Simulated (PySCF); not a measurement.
H3Si, SMILES [SiH3+], charge +1.

Geometry: PBE0-D3(BJ)/def2-TZVPD.

Two levels are set side by side: TDA-PBE/def2-TZVPD (PySCF) and EOM-CCSD/aug-cc-pVDZ (PySCF). Vertical, same geometry; the bases differ. Differences are taken from unrounded values.

| quantity | EOM-CCSD |
|---|---|
| lowest singlet excitation (eV) | 5.80 |
| lowest triplet excitation (TDA for PBE) (eV) | 5.27 |

### Question
What does TDA-PBE give, and how far is it from EOM-CCSD? (Estimate from the structure and the level; the computed values follow.)

### Answer

```json
[
 {"quantity": "lowest singlet excitation (eV)", "TDA-PBE": "5.27", "TDA-PBE minus EOM-CCSD": "-0.52"},
 {"quantity": "lowest triplet excitation (TDA for PBE) (eV)", "TDA-PBE": "4.57", "TDA-PBE minus EOM-CCSD": "-0.69"}
]
```

A lower first singlet is the usual sign of a functional without exact exchange. Differences between two approximate levels are no errors against the true value.

Rough cost on one machine, each run with all the roots and properties that it gave: EOM-CCSD against TDA-PBE within a factor of 2.
